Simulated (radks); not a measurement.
Question: Radial electron density D(r) = 4 pi r^2 rho(r) of an atom or ion with 30 electrons. Calculated with a radial shooting solver on a logarithmic mesh with Libxc functionals: Dirac Kohn-Sham, RPBE, spin-unpolarised, spherical densities, point nucleus.

```
   r/bohr * D(r) (the largest magnitude, 43.3, reaches the edge; | marks zero)
 0.003005 |  *
 0.004105 |    *
 0.005608 |       *
 0.007601 |            *
  0.01038 |                   *
  0.01407 |                            *
  0.01923 |                                     *
  0.02627 |                                             *
   0.0356 |                                               *
  0.04863 |                                           *
  0.06644 |                                      *
  0.09004 |                                         *
    0.123 |                                                   *
    0.168 |                                                      *
   0.2278 |                                         *
   0.3111 |                          *
   0.4217 |                             *
   0.5761 |                                *
    0.787 |                      *
    1.067 |         *
    1.457 |   *
    1.991 | *
    2.698 |*
    3.686 *
    5.035 *
    6.824 *
    9.323 *
    12.64 *
    17.26 *
```

What is the nuclear charge?

Answer: Z = 31. The innermost maximum, from 1s, lies near gamma/Z bohr with gamma = sqrt(1 - (Z/c)^2) = 0.974, here 0.0314 bohr (found: 0.0339), and its height grows with Z. The density is that of the gallium ion Ga+ in [Ar] 3d9 4s2 4f1; the configuration itself is not fixed sharply by these data, and Z only to about a unit. D(r) has 4 maxima, at r = 0.0339, 0.154, 0.540, 7.94 bohr, and minima at 0.0725, 0.340, 4.61 bohr, inside which lie 2.11, 10.88, 29.05 electrons.
